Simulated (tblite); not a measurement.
Species: C₃H₁₁Si₂ (doublet state).
Bonds: C1–C2, C2–C3, C3–Si4, C3–Si5. Hydrogens: H6, H7, H8 on C1; H9 on C2; H10 on C3; H11, H12, H13 on Si4; H14, H15, H16 on Si5.

Computed with GFN2-xTB (tblite), gas phase: L-BFGS steps from a force-field or distance-geometry start until the largest atomic force falls under 0.01 eV/Å.

Step 38: E = -419.2820 eV
```
atom  x, y, z in Å  |  force x, y, z in eV/Å
C1     -2.2736   -0.1625    0.3122   -0.012   0.006   0.006
C2     -0.9273    0.0801   -0.2540    0.014  -0.005  -0.002
C3      0.2884    0.0838    0.5549    0.009  -0.049   0.002
Si4     1.2437   -1.5352    0.1607   -0.023   0.013   0.018
Si5     1.3012    1.6720    0.2153    0.003   0.006  -0.002
H6     -3.0466    0.2880   -0.3082   -0.031   0.039  -0.013
H7     -2.5006   -1.2342    0.3749    0.012  -0.048   0.000
H8     -2.3511    0.2387    1.3220   -0.002   0.025   0.039
H9     -0.8309    0.1056   -1.3272    0.009   0.026   0.006
H10     0.0230    0.0599    1.6160    0.004   0.015  -0.016
H11     1.5368   -1.5626   -1.2699    0.015  -0.015  -0.035
H12     0.3802   -2.6546    0.5365   -0.017  -0.030  -0.013
H13     2.4893   -1.6134    0.9247    0.035   0.001   0.010
H14     2.7038    1.4801    0.5935    0.001   0.014   0.014
H15     1.2210    2.0023   -1.2075    0.020  -0.016  -0.001
H16     0.7353    2.7610    1.0121   -0.037   0.019  -0.014
```

Step 39: E = -419.2825 eV
```
atom  x, y, z in Å  |  force x, y, z in eV/Å
C1     -2.2729   -0.1625    0.3132   -0.005   0.014   0.006
C2     -0.9266    0.0791   -0.2531    0.020  -0.002  -0.028
C3      0.2882    0.0842    0.5558    0.028  -0.059   0.010
Si4     1.2425   -1.5357    0.1608   -0.016   0.020   0.023
Si5     1.2992    1.6734    0.2142    0.007  -0.001   0.006
H6     -3.0451    0.2913   -0.3063   -0.031   0.019  -0.008
H7     -2.4989   -1.2348    0.3759   -0.001  -0.027  -0.002
H8     -2.3476    0.2398    1.3231   -0.008   0.013   0.034
H9     -0.8267    0.1049   -1.3261   -0.010   0.024   0.008
H10     0.0210    0.0593    1.6162    0.013   0.021  -0.004
H11     1.5376   -1.5595   -1.2688    0.011  -0.017  -0.050
H12     0.3778   -2.6544    0.5349   -0.020  -0.031  -0.013
H13     2.4907   -1.6209    0.9197    0.031   0.007   0.019
H14     2.7005    1.4838    0.5992   -0.003   0.016   0.011
H15     1.2245    1.9981   -1.2106    0.019  -0.015   0.010
H16     0.7283    2.7626    1.0079   -0.035   0.017  -0.022
```

Step 40: E = -419.2831 eV
```
atom  x, y, z in Å  |  force x, y, z in eV/Å
C1     -2.2730   -0.1617    0.3144    0.003   0.019   0.004
C2     -0.9266    0.0802   -0.2523    0.017  -0.001  -0.037
C3      0.2880    0.0834    0.5563    0.038  -0.044   0.012
Si4     1.2416   -1.5365    0.1609    0.005   0.007   0.014
Si5     1.2973    1.6742    0.2131    0.007  -0.008   0.015
H6     -3.0453    0.2949   -0.3040   -0.020  -0.008   0.002
H7     -2.4961   -1.2355    0.3763   -0.014   0.010  -0.002
H8     -2.3462    0.2413    1.3248   -0.010  -0.004   0.018
H9     -0.8241    0.1066   -1.3251   -0.026   0.022   0.004
H10     0.0196    0.0588    1.6160    0.020   0.021   0.010
H11     1.5403   -1.5590   -1.2685    0.001  -0.016  -0.046
H12     0.3772   -2.6561    0.5338   -0.020  -0.024  -0.015
H13     2.4925   -1.6272    0.9158    0.020   0.014   0.023
H14     2.6974    1.4875    0.6044   -0.006   0.017   0.009
H15     1.2285    1.9942   -1.2135    0.016  -0.016   0.020
H16     0.7212    2.7638    1.0037   -0.032   0.010  -0.032
```

Problem. Estimate the geometry and energy of step 41. (The exact step hangs on the optimiser's Hessian estimate; all steps are aligned on step 40, rigid shifts and turns removed.)

Solution. E = -419.2835 eV, largest force 0.049 eV/Å
```
atom  x, y, z in Å  |  force x, y, z in eV/Å
C1     -2.2736   -0.1603    0.3154    0.010   0.019   0.001
C2     -0.9270    0.0831   -0.2519    0.011  -0.004  -0.022
C3      0.2881    0.0816    0.5563    0.033  -0.017   0.006
Si4     1.2414   -1.5374    0.1609    0.025  -0.016  -0.002
Si5     1.2959    1.6742    0.2124    0.004  -0.012   0.020
H6     -3.0469    0.2976   -0.3019   -0.005  -0.028   0.012
H7     -2.4931   -1.2358    0.3759   -0.023   0.043  -0.001
H8     -2.3469    0.2424    1.3267   -0.005  -0.019  -0.001
H9     -0.8239    0.1102   -1.3243   -0.032   0.020  -0.004
H10     0.0192    0.0586    1.6157    0.024   0.016   0.017
H11     1.5441   -1.5612   -1.2689   -0.011  -0.013  -0.026
H12     0.3783   -2.6592    0.5332   -0.016  -0.012  -0.019
H13     2.4940   -1.6308    0.9139    0.007   0.020   0.023
H14     2.6952    1.4904    0.6081   -0.005   0.017   0.009
H15     1.2320    1.9913   -1.2154    0.014  -0.016   0.025
H16     0.7156    2.7642    1.0002   -0.030   0.002  -0.038
```

The energy changes by -0.0005 eV. The first-order estimate −F·Δx gives -0.0006 eV and the mean of the old and new forces, exact on a quadratic surface, -0.0005 eV. The step makes an angle of 70° with the force vector and moves no atom by more than 0.007 Å.

The cost below is that of the whole relaxation. Hardware: one thread, Arm Neoverse V2 (aarch64), shared host with 32 logical CPUs at a one-minute load of 24. Cost: 0.42 s wall.
